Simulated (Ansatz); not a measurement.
`BC1=C[SiH2]O1`. Total charge 0; spin multiplicity 1.

Cartesian coordinates in Å:
```
B -0.876 1.750 0.415
C -0.245 0.371 0.130
C 0.848 0.059 -0.613
Si 0.458 -1.672 -0.126
O -0.780 -0.817 0.656
H -1.848 1.856 1.096
H -0.354 2.706 -0.073
H 1.485 0.743 -1.151
H 1.359 -2.379 0.816
H -0.047 -2.617 -1.151
```

Q: What are the harmonic wavenumbers in cm⁻¹ at PBE0-D4/def2-TZVP (Ansatz, finite differences of forces, unscaled)? (Best estimate.)

A: The calculation gave: 87, 221, 279, 463, 532, 611, 676, 708, 737, 779, 807, 845, 955, 973, 1002, 1060, 1191, 1270, 1557, 2241, 2248, 2607, 2700, 3280.

Q: Is this a minimum?

A: Yes, all 24 modes are real.

Q: Give the ideal-gas thermochemistry at 298.15 K and 1 bar (rigid rotor, harmonic oscillator; point group Cs, symmetry number 1).

A: Zero-point energy 166.5 kJ/mol; H(298) − E = 184.5 kJ/mol; entropy 316.8 J/(mol·K), of which translation 164.1, rotation 107.0, vibration 45.8; G(298) − E = 90.0 kJ/mol. Modes under 100 cm⁻¹ are hindered rotations or soft bends, so the harmonic entropy is rough.

Q: Rotational constants (cm⁻¹)?

A: 0.3754, 0.1123, 0.08919.
